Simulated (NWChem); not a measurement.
C₂H₆O₂Si; SMILES C(=C)[SiH](O)O

```xyz
11

Si     0.0265    -0.4934    -0.3707
O     -1.5779    -0.5781     0.1298
O      1.0497    -1.5310     0.4673
C      0.7085     1.2170    -0.0530
C     -0.1003     2.2688     0.1889
H     -0.0478    -0.8758    -1.8191
H     -1.7100    -0.3008     1.0544
H      0.8963    -2.4758     0.2913
H      1.8024     1.3793    -0.0651
H     -1.1986     2.1517     0.2068
H      0.2860     3.2859     0.3761
```
Atoms are numbered in this order, from 1.

Level: PBE-D3(BJ)/def2-SVP (NWChem), optimised geometry, unscaled harmonic frequencies. 

Task: List the harmonic frequencies with IR intensities, and the thermochemistry.

Result: 
| frequency (cm⁻¹) | IR intensity (km/mol) |
|---|---|
| 91 | 1.3 |
| 163 | 1.5 |
| 229 | 1.7 |
| 267 | 30.2 |
| 315 | 66.8 |
| 346 | 89.0 |
| 410 | 87.5 |
| 520 | 36.6 |
| 654 | 27.9 |
| 746 | 92.1 |
| 767 | 136.8 |
| 820 | 62.5 |
| 876 | 52.3 |
| 881 | 262.2 |
| 920 | 103.0 |
| 954 | 23.2 |
| 973 | 44.5 |
| 1012 | 14.7 |
| 1227 | 2.5 |
| 1367 | 16.3 |
| 1621 | 10.0 |
| 2184 | 145.1 |
| 3046 | 14.0 |
| 3076 | 2.7 |
| 3140 | 8.6 |
| 3747 | 50.6 |
| 3761 | 66.7 |

zero-point energy: 48.7 kcal/mol
thermal correction to the enthalpy at 298.15 K (with zero-point energy): 53.8 kcal/mol
heat capacity Cv: 25.3 cal/(mol K)
entropy at 298.15 K and 1 atm (symmetry number 1): 81.4 cal/(mol K)
dipole moment: 0.83 D

Rigid rotor and harmonic oscillator; modes under 100 cm⁻¹ make the entropy uncertain.
